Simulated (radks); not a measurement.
Results of a calculation; reference values are marked as such.
Radial electron density D(r) = 4 pi r^2 rho(r) of an atom or ion with 21 electrons. Code: a radial shooting solver on a logarithmic mesh with Libxc functionals. Model: non-relativistic Kohn-Sham, LDA (Slater exchange, Perdew-Wang correlation), spin-unpolarised, spherical densities, point nucleus.

r (bohr),D(r) (e/bohr)
0.003883,1.641
0.004413,2.065
0.005016,2.588
0.005747,3.275
0.006531,4.068
0.007423,5.027
0.008505,6.252
0.009666,7.621
0.01099,9.219
0.01259,11.17
0.01431,13.25
0.01626,15.54
0.01863,18.14
0.02117,20.67
0.02406,23.16
0.02757,25.61
0.03133,27.55
0.03561,28.98
0.0408,29.76
0.04637,29.71
0.0527,28.93
0.06038,27.46
0.06862,25.79
0.07799,24.25
0.08936,23.28
0.1016,23.38
0.1154,24.63
0.1322,27.02
0.1503,29.71
0.1708,32.00
0.1957,33.03
0.2224,32.00
0.2528,28.92
0.2896,23.96
0.3292,18.84
0.3741,14.52
0.4286,11.84
0.4872,11.36
0.5537,12.31
0.6344,13.71
0.721,14.30
0.8195,13.60
0.9388,11.50
1.067,8.787
1.213,6.019
1.389,3.569
1.579,1.945
1.795,0.9477
2.056,0.3898
2.337,0.1498
2.656,0.05074
3.043,0.01371
3.459,0.003344
3.931,0.0006604

What is the nuclear charge?

Answer. Z = 25. The innermost maximum, from 1s, lies near 1/Z = 0.04 bohr (found: 0.0431), and its height grows with Z. The density is that of the manganese ion Mn4+ in [Ar] 3d3; the configuration itself is not fixed sharply by these data, and Z only to about a unit. D(r) has 3 maxima, at r = 0.0431, 0.196, 0.721 bohr, and minima at 0.0945, 0.472 bohr, inside which lie 2.13, 10.58 electrons.
